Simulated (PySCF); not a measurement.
Si(OSiH3)3(Cl) (ClH9O3Si4), SMILES [SiH3]O[Si](Cl)(O[SiH3])O[SiH3].

Coordinates come from a PBE0-D3(BJ)/def2-SVP optimisation. The values are those of a single conformer.

The numbers are results of PBE/def2-SVP (PySCF), not measurements.

| Item | Value |
|---|---|
| total energy | -1847.80735 hartree |
| highest occupied level | -7.31 eV |
| lowest empty level | -0.85 eV |
| orbital gap | 6.46 eV |
| dipole moment | 0.72 D |
| quadrupole, principal values (traceless, Buckingham form, about the centre of nuclear charge) | -6.97, 1.69, 5.28 D·Å |
| mean static polarisability | 105.8 bohr³ (15.67 Å³) |
| polarisability, principal values | 99.9, 106.3, 111.0 bohr³ |
